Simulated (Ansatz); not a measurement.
Steps of a relaxation of CH7ClO2SiSn, SMILES `C[O][SnH]([Cl])[O][SiH3]` with RKS PBE0-D4/def2-TZVP.

```sh
$ ansatz run in.yaml --threads 2 --pin off --events-out ev --progress --plain --max-ram 22528MiB --backend cuda --devices 0, --max-vram 18GiB
```

```yaml
crystal:
  periodic: [false, false, false]
  atoms:
    - {symbol: C, position_ang: [2.001120, -0.506670, 0.931600]}
    - {symbol: O, position_ang: [1.076250, 0.358620, 1.539630]}
    - {symbol: Sn, position_ang: [-0.873610, 0.349350, 1.311230]}
    - {symbol: Cl, position_ang: [-1.624820, -1.779110, 1.603340]}
    - {symbol: O, position_ang: [-1.369730, 0.844600, -0.509870]}
    - {symbol: Si, position_ang: [-1.193360, 0.388600, -2.056190]}
    - {symbol: H, position_ang: [2.975340, -0.237660, 1.343470]}
    - {symbol: H, position_ang: [1.799910, -1.556080, 1.165680]}
    - {symbol: H, position_ang: [2.028310, -0.380550, -0.153740]}
    - {symbol: H, position_ang: [-1.346790, 1.664490, 2.241110]}
    - {symbol: H, position_ang: [-1.959380, 1.418630, -2.744590]}
    - {symbol: H, position_ang: [0.225630, 0.391860, -2.422640]}
    - {symbol: H, position_ang: [-1.738870, -0.956080, -2.249040]}
basis:
  gaussian: {orbitals: def2-TZVP}
hamiltonian: {xc: pbe0, dispersion: d4}
relax: {f_tol: 0.005, max_steps: 150}
```

Positions (Å) and forces (eV/Å) along the path, 11 of 37 steps:

```xyz
13
step=1 energy=-31469.5143 eV
C     2.001   -0.507    0.932   -0.097    0.089    0.153
O     1.076    0.359    1.540   -0.626    0.097   -0.025
Sn   -0.874    0.349    1.311    0.845    0.739   -0.510
Cl   -1.625   -1.779    1.603   -0.202   -0.432    0.132
O    -1.370    0.845   -0.510    0.181   -0.110    0.994
Si   -1.193    0.389   -2.056   -0.113    0.162    0.456
H     2.975   -0.238    1.343    0.142   -0.119   -0.093
H     1.800   -1.556    1.166    0.015   -0.091   -0.023
H     2.028   -0.381   -0.154    0.038   -0.022   -0.108
H    -1.347    1.664    2.241   -0.230   -0.095    0.234
H    -1.959    1.419   -2.745   -0.186    0.192   -0.691
H     0.226    0.392   -2.423    0.396   -0.007   -0.275
H    -1.739   -0.956   -2.249   -0.163   -0.402   -0.245
13
step=2 energy=-31469.6519 eV
C     1.995   -0.506    0.923    0.018   -0.009    0.009
O     1.103    0.394    1.538   -0.148    0.101    0.009
Sn   -0.826    0.408    1.322   -0.009    0.242    0.137
Cl   -1.614   -1.740    1.651    0.007   -0.048    0.014
O    -1.337    0.864   -0.491    0.108   -0.012    0.266
Si   -1.187    0.395   -2.045   -0.059    0.114   -0.023
H     2.994   -0.279    1.307   -0.018   -0.047   -0.042
H     1.765   -1.551    1.160   -0.026    0.001    0.004
H     2.012   -0.389   -0.166   -0.003    0.000   -0.034
H    -1.460    1.588    2.379    0.085   -0.235   -0.166
H    -1.942    1.388   -2.843   -0.014   -0.012   -0.145
H     0.235    0.389   -2.466    0.114    0.002   -0.032
H    -1.737   -0.962   -2.271   -0.056   -0.097    0.003
13
step=4 energy=-31469.6762 eV
C     1.928   -0.488    0.866    0.020   -0.024   -0.012
O     1.102    0.438    1.539    0.084    0.028    0.028
Sn   -0.824    0.434    1.365   -0.035   -0.087   -0.023
Cl   -1.556   -1.743    1.676    0.015    0.023   -0.011
O    -1.283    0.890   -0.457   -0.022    0.045   -0.042
Si   -1.127    0.390   -2.006    0.010   -0.017   -0.026
H     2.954   -0.326    1.210   -0.054   -0.005   -0.016
H     1.653   -1.526    1.087   -0.002    0.017   -0.003
H     1.905   -0.345   -0.221   -0.006    0.005    0.020
H    -1.513    1.543    2.427   -0.014    0.020    0.014
H    -1.866    1.340   -2.880    0.020   -0.030    0.036
H     0.307    0.374   -2.414   -0.026   -0.003    0.016
H    -1.679   -0.981   -2.192    0.010    0.031    0.018
13
step=5 energy=-31469.6787 eV
C     1.902   -0.480    0.843    0.019   -0.001   -0.010
O     1.107    0.451    1.550    0.027   -0.022    0.002
Sn   -0.822    0.440    1.375   -0.005   -0.018    0.001
Cl   -1.533   -1.745    1.666    0.001    0.001   -0.009
O    -1.268    0.908   -0.448   -0.024    0.046   -0.032
Si   -1.102    0.383   -1.988    0.000   -0.036    0.015
H     2.936   -0.351    1.175   -0.036   -0.001   -0.013
H     1.605   -1.516    1.044    0.006    0.021   -0.002
H     1.866   -0.310   -0.240    0.008   -0.002    0.030
H    -1.532    1.536    2.439   -0.002    0.006    0.006
H    -1.837    1.315   -2.882    0.008    0.000    0.012
H     0.334    0.359   -2.383   -0.014   -0.003    0.000
H    -1.656   -0.989   -2.150    0.013    0.009    0.001
13
step=10 energy=-31469.6817 eV
C     1.912   -0.462    0.838   -0.002    0.001   -0.001
O     1.102    0.428    1.579    0.014    0.003    0.010
Sn   -0.823    0.447    1.364   -0.009   -0.002   -0.009
Cl   -1.562   -1.740    1.552    0.001   -0.001    0.002
O    -1.234    0.984   -0.452    0.008   -0.009   -0.027
Si   -1.107    0.367   -1.964   -0.005    0.000    0.015
H     2.935   -0.366    1.211   -0.002   -0.001   -0.001
H     1.600   -1.506    0.961    0.001   -0.002    0.001
H     1.913   -0.221   -0.231    0.000    0.001   -0.001
H    -1.533    1.513    2.458   -0.004    0.002    0.006
H    -1.820    1.276   -2.897    0.004    0.003    0.003
H     0.323    0.271   -2.373   -0.006    0.002    0.000
H    -1.706   -0.992   -2.046    0.001    0.004    0.003
13
step=14 energy=-31469.6823 eV
C     1.930   -0.448    0.862    0.013   -0.008   -0.007
O     1.107    0.413    1.622   -0.011    0.002    0.001
Sn   -0.813    0.440    1.355    0.005    0.002    0.001
Cl   -1.562   -1.747    1.500    0.000    0.002   -0.001
O    -1.166    0.998   -0.466    0.002   -0.019   -0.026
Si   -1.124    0.360   -1.975    0.009    0.002    0.022
H     2.948   -0.356    1.247   -0.006    0.002   -0.001
H     1.624   -1.497    0.951   -0.001    0.005    0.000
H     1.939   -0.175   -0.199   -0.002    0.000    0.004
H    -1.550    1.493    2.445    0.000   -0.001   -0.002
H    -1.819    1.299   -2.891    0.002   -0.001    0.000
H     0.284    0.187   -2.431   -0.019   -0.001    0.008
H    -1.797   -0.967   -2.021    0.007    0.015    0.001
13
step=17 energy=-31469.6827 eV
C     1.945   -0.423    0.868   -0.060    0.021    0.013
O     1.103    0.401    1.653    0.038   -0.024   -0.029
Sn   -0.810    0.426    1.354    0.003   -0.005   -0.007
Cl   -1.556   -1.766    1.457   -0.002    0.003    0.003
O    -1.126    0.999   -0.470   -0.005   -0.009   -0.003
Si   -1.137    0.347   -1.972   -0.006   -0.021   -0.034
H     2.960   -0.319    1.257    0.013   -0.006    0.002
H     1.659   -1.480    0.928    0.013    0.023   -0.003
H     1.947   -0.119   -0.186    0.002   -0.008    0.021
H    -1.568    1.466    2.442   -0.002   -0.003    0.001
H    -1.739    1.342   -2.899    0.021   -0.032    0.024
H     0.253    0.040   -2.419   -0.039    0.009    0.012
H    -1.930   -0.914   -2.012    0.025    0.052    0.001
13
step=20 energy=-31469.6838 eV
C     1.957   -0.395    0.867    0.043   -0.017   -0.006
O     1.104    0.412    1.651   -0.026    0.012    0.013
Sn   -0.811    0.407    1.354    0.009    0.004    0.000
Cl   -1.531   -1.793    1.448    0.006    0.003   -0.001
O    -1.138    0.985   -0.466   -0.001   -0.006   -0.011
Si   -1.152    0.337   -1.971    0.002   -0.010   -0.038
H     2.971   -0.284    1.260   -0.013    0.004   -0.001
H     1.687   -1.456    0.919   -0.008   -0.006    0.002
H     1.961   -0.088   -0.185   -0.003    0.004   -0.009
H    -1.581    1.432    2.448   -0.003   -0.002    0.003
H    -1.620    1.387   -2.916    0.024   -0.053    0.038
H     0.219   -0.104   -2.367   -0.070    0.014    0.015
H    -2.065   -0.840   -2.044    0.042    0.053   -0.004
13
step=23 energy=-31469.6838 eV rejected
C     1.981   -0.357    0.870   -0.006   -0.003   -0.005
O     1.105    0.447    1.634    0.003   -0.004   -0.001
Sn   -0.809    0.385    1.348   -0.003   -0.009    0.005
Cl   -1.454   -1.841    1.423    0.005    0.010   -0.003
O    -1.174    0.969   -0.463    0.000    0.016    0.000
Si   -1.187    0.326   -1.969    0.016   -0.074   -0.113
H     2.986   -0.230    1.277    0.000    0.000   -0.002
H     1.721   -1.421    0.926    0.004    0.007    0.001
H     1.996   -0.057   -0.185    0.001   -0.001    0.006
H    -1.603    1.373    2.458   -0.003   -0.002    0.002
H    -1.419    1.440   -2.937    0.029   -0.140    0.095
H     0.124   -0.335   -2.273   -0.151    0.083    0.016
H    -2.269   -0.697   -2.109    0.106    0.117   -0.001
13
step=30 energy=-31469.6881 eV
C     1.999   -0.314    0.872    0.011   -0.016   -0.013
O     1.102    0.436    1.665   -0.002    0.004    0.005
Sn   -0.807    0.362    1.344    0.000   -0.002    0.001
Cl   -1.434   -1.870    1.354    0.002    0.001   -0.001
O    -1.135    0.976   -0.465    0.000   -0.004   -0.012
Si   -1.204    0.304   -1.958    0.004   -0.005   -0.008
H     3.001   -0.170    1.282   -0.006    0.001    0.000
H     1.771   -1.386    0.892    0.000    0.012    0.001
H     2.004    0.022   -0.171   -0.003    0.000    0.007
H    -1.629    1.315    2.464   -0.001   -0.001    0.000
H    -1.235    1.409   -2.952    0.001   -0.021    0.014
H    -0.009   -0.550   -2.213   -0.027    0.016    0.005
H    -2.424   -0.534   -2.115    0.022    0.015    0.001
13
step=37 energy=-31469.6885 eV
C     2.006   -0.289    0.869    0.002   -0.002   -0.001
O     1.100    0.432    1.679    0.000    0.001    0.001
Sn   -0.806    0.348    1.344   -0.001    0.000    0.000
Cl   -1.419   -1.888    1.322    0.000    0.001    0.000
O    -1.121    0.977   -0.463   -0.001    0.000    0.000
Si   -1.212    0.294   -1.950    0.002   -0.001   -0.001
H     3.007   -0.140    1.281   -0.001    0.000    0.000
H     1.793   -1.364    0.867    0.000    0.000    0.000
H     2.005    0.069   -0.167   -0.001    0.000    0.001
H    -1.644    1.281    2.469    0.000    0.000    0.000
H    -1.124    1.382   -2.957   -0.001   -0.001    0.001
H    -0.092   -0.663   -2.166    0.000    0.000    0.000
H    -2.495   -0.437   -2.127    0.000    0.001    0.000
```

Hardware: 2 threads of an AMD EPYC 7R13 on a shared host and a share of an NVIDIA H100 80 GB. Wall time 2.3 min, peak host memory 0.98 GiB.
